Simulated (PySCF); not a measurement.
Aluminium: a sound run and one with changed settings

Sound run: Al(2+) [Ne] 3s1, Al(3+) [Ne]. Computed with PySCF 2.14 in x2c-SVPall (4s3p1d, 18 functions), with scalar relativity by spin-free X2C-1e. The sound run starts from symmetry-adapted Hartree-Fock orbitals and uses a fine grid where one is needed.

Changed run: radial step 0.8 in ln r (0.13 in the sound run). This setting is unsound on purpose.

| species | method | sound run (hartree) | changed run (hartree) | converged |
| --- | --- | --- | --- | --- |
| Al(2+) | UHF | -241.37161 | -241.37161 | yes |
| Al(2+) | PBE0 | -241.68834 | -241.67013 | yes |
| Al(2+) | TPSS | -241.81695 | -241.74273 | yes |
| Al(3+) | UHF | -240.34622 | -240.34622 | yes |
| Al(3+) | PBE0 | -240.63959 | -240.63613 | yes |
| Al(3+) | TPSS | -240.77455 | -240.72057 | yes |

Ionisation energy of Al(2+):

```csv
method,sound run (eV),changed run (eV)
UHF,27.902,27.902
PBE0,28.538,28.137
TPSS,28.365,27.814
```

A coarse radial grid mis-integrates the density and the exchange-correlation energy, with errors of either sign; Hartree-Fock needs no grid.

For comparison, NIST gives 28.448 eV between the lowest levels.
